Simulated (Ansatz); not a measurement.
Sn(vinyl)2(NHMe)2 (C₆H₁₄N₂Sn), relaxed as a singlet with RKS r2SCAN-D4/def2-SVP in Ansatz, starting from the GFN2-xTB geometry. Force threshold 0.03 eV/Å.

In the def2 sets Sn takes a core potential; there is no spin–orbit coupling.

Start:

Cartesian coordinates in Å:
```
Sn 0.004 -0.071 0.281
C -1.653 0.423 1.585
C -2.644 -0.402 1.862
H -1.626 1.411 2.025
H -2.697 -1.392 1.445
H -3.452 -0.117 2.522
C 1.691 -1.134 1.122
C 2.707 -0.551 1.728
H 1.661 -2.210 1.021
H 2.765 0.517 1.849
H 3.531 -1.122 2.132
N 0.726 1.798 -0.293
C 1.845 1.932 -1.200
H -0.016 2.419 -0.594
H 2.238 2.949 -1.132
H 2.633 1.243 -0.901
H 1.596 1.733 -2.249
N -0.760 -1.425 -1.107
C -1.894 -1.098 -1.943
H -0.032 -1.830 -1.685
H -2.302 -2.019 -2.366
H -2.666 -0.634 -1.332
H -1.657 -0.419 -2.770
```

**Question.** Estimate the energy that the relaxation releases and the steps that it takes.

**Answer.** 0.18 eV, in 13 steps; 55 s on 4 threads of Arm Neoverse V2 on a shared host. No frequencies were taken in this run, so the end may be a saddle point.

**Question.** Does the start keep its bonding and symmetry?

**Answer.** By distances, no bond broke or formed. The bond that changes most is Sn1–C2, from 2.17 to 2.14 Å (atoms count from 1). Point group C2 at the start, C2 at the end, both within 0.05 Å.

**Question.** Predict the relaxed structure.

**Answer.** 
```xyz
23

Sn    0.007   -0.121    0.459
C    -1.667    0.321    1.711
C    -2.758   -0.455    1.682
H    -1.637    1.192    2.379
H    -2.819   -1.335    1.028
H    -3.635   -0.248    2.311
C     1.715   -1.109    1.279
C     2.811   -0.411    1.605
H     1.698   -2.197    1.433
H     2.861    0.677    1.464
H     3.704   -0.894    2.024
N     0.757    1.688   -0.172
C     1.675    1.755   -1.294
H     0.052    2.423   -0.217
H     2.224    2.716   -1.300
H     2.437    0.963   -1.201
H     1.212    1.639   -2.297
N    -0.775   -1.390   -0.958
C    -1.727   -0.903   -1.939
H    -0.078   -2.002   -1.381
H    -2.284   -1.740   -2.402
H    -2.480   -0.266   -1.444
H    -1.294   -0.304   -2.769
```
Bond lengths: 2 × C–N 1.45 Å; 2 × N–Sn 2.06 Å; 2 × C–Sn 2.14 Å; 2 × C–C 1.34 Å; 12 × C–H 1.10 to 1.11 Å; 2 × H–N 1.02 Å.
